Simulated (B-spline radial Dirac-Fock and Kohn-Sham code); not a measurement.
## Binding energies of Sm⁺ at several levels of theory

System: Sm⁺, configuration [Xe] 4f5 5d1 6s1 (not the ground configuration).

The density-functional columns are spherical, spin-unpolarised Dirac-Kohn-Sham results without Breit or QED terms: −ε is minus the orbital energy of the initial state and ΔSCF the difference of two total energies. The reference in the last column comes from Dirac-Fock energy differences between relaxed states, corrected for Breit and QED terms. All numbers are from a radial finite-basis atomic code, in eV; a selection of levels is shown. The Kohn-Sham columns are given as differences from the reference. For the 1s level of heavy atoms much of the gap between ΔSCF and the reference is the Breit and QED part, -194.3 eV here; for other levels the error of the functional can be larger.

```
     level  PBE −ε − DF  PBE ΔSCF − DF  Dirac-Fock
    K (1s)       -212.2         +228.0     46850.7
   L1 (2s)       -132.1          -53.3      7760.7
L2 (2p1/2)        -99.0           +1.1      7330.8
L3 (2p3/2)       -106.1          -15.6      6735.1
   M1 (3s)        -66.5          -42.6      1748.8
M2 (3p1/2)        -53.2          -27.8      1564.6
M3 (3p3/2)        -52.5          -28.7      1441.9
M4 (3d3/2)        -33.2           -5.3      1126.2
M5 (3d5/2)        -33.8           -6.5      1100.3
   N1 (4s)        -31.1          -20.5       375.9
N2 (4p1/2)        -24.4          -14.0       303.7
N3 (4p3/2)        -24.4          -14.3       276.8
N4 (4d3/2)        -12.1           -2.4       156.4
N5 (4d5/2)        -12.2           -2.6       151.7
 N6,7 (4f)         -4.8           +3.3       18.97
O2 (5p1/2)         -4.8           +1.0       39.63
O3 (5p3/2)         -4.8           +0.8       35.82
 O4,5 (5d)         -3.2           +0.9       11.67
   P1 (6s)         -1.8           +1.0       10.80
```

Values without a named source are computed, but for edge energies of neutral atoms, which are taken from tables.
